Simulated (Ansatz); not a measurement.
`C[CH2][Ga]([CH3])[Cl]` + HCl → `C[CH2][Ga]([Cl])[Cl]` + CH₄ at 700 K and 1 bar (ligand exchange at a Ga–C bond).

Gas-phase electronic energies from Ansatz, PBE0-D4/def2-TZVP geometries. CCSD(T)/CBS adds triple-zeta CCSD(T) − MP2 to the extrapolated MP2 energy (def2 sets, frozen cores). This one scheme is used for every species. For Ga outer-core shells are correlated without core-valence functions, which leaves a few kJ/mol of doubt a bond. Scalar relativity is left out up to krypton. One conformer a species, not always the lowest.

```tsv
species	CCSD(T)/CBS energy (Eh)	H − E (kJ/mol)	S (J/(mol·K))
`C[CH2][Ga]([CH3])[Cl]`	-2502.76657	359.0	537.5
HCl	-460.38127	38.4	211.8
`C[CH2][Ga]([Cl])[Cl]`	-2922.73620	255.8	501.7
CH₄	-40.46206	145.9	224.0
```

H − E and S are ideal-gas, rigid-rotor, harmonic terms from PBE0-D4/def2-TZVP, for one conformer and one mirror image of each species. 1 Eh = 2625.50 kJ/mol, R = 8.31446 J/(mol·K).

Task: By hand: ΔE, ΔH, ΔS and ΔG.

Result: ΔE = (-2922.73620) + (-40.46206) − (-2502.76657) − (-460.38127) = -0.05042 Eh = -132.4 kJ/mol. Δ(H − E) = 255.8 + 145.9 − 359.0 − 38.4 = 4.3, so ΔH = -128.1 kJ/mol. ΔS = 501.7 + 224.0 − 537.5 − 211.8 = -23.6 J/(mol·K). ΔG = -128.1 − 700 × (-23.6)/1000 = -111.6 kJ/mol.

Task: By hand: the equilibrium constant, and the temperature at which ΔG would vanish if ΔH and ΔS stayed fixed.

Result: log₁₀ K = −ΔG/(RT ln 10) = 8.3. ΔG = 0 at ΔH/ΔS = 5428 K, far beyond where these terms or the molecules hold.

ΔH outweighs TΔS. A doubt of 5 kJ/mol in ΔE shifts log₁₀ K by 0.4 here. Other conformers and mirror images would add mixing entropy, several J/(mol·K) or more a flexible species. Modes under 60 cm⁻¹, often nearly free rotors, make the harmonic entropy too high. These are equilibria of isolated gas molecules and say nothing of rates. Largest T1 diagnostic: 0.011 (customary marks: 0.02 for closed shells, 0.045 for open ones).
